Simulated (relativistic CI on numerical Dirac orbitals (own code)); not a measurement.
Method of calculation: Dirac-Coulomb-Breit CI, KLI orbitals optimised for each configuration, model QED, unscaled Slater integrals (own radial code, finite nucleus).

The strongest absorption lines from the ground level of an ion, among the configurations computed and to levels below about 5290 eV (vacuum wavelength in nm, gf): 0.25426 (0.7), 0.31368 (1.8), 0.31371 (2.3), 0.31393 (0.72), 0.31542 (0.77), 0.32941 (1.9), 0.33048 (1.4), 0.33100 (1.9).

**Question.** Which ion is it?
A. In40+
B. Cs46+
C. Pd37+
D. In42+

**Answer.** A. In40+ has 9 electrons and the ground level 2s2 2p5 2P°_3/2; the strongest line goes to 2s2 2p4 3d 2D_5/2. The pattern of lines fixes the number of electrons, and along that sequence the line energies rise steadily with the charge (about as its square where n changes within one kind of shell, about linearly where n is kept but much faster in heavy ions where fine structure, which grows about as Z⁴, sets the gap, and irregularly where shells cross), which fixes Z. Configurations outside the model, such as inner-shell arrays, can give stronger lines. At this charge energies of transitions that change n are usually good to better than 1 %, and those within a shell (Δn = 0) to a few per cent.

LS names give the leading component of a level, which can be under half, so a name can repeat, a term be missing and a line seem to break the LS rules.
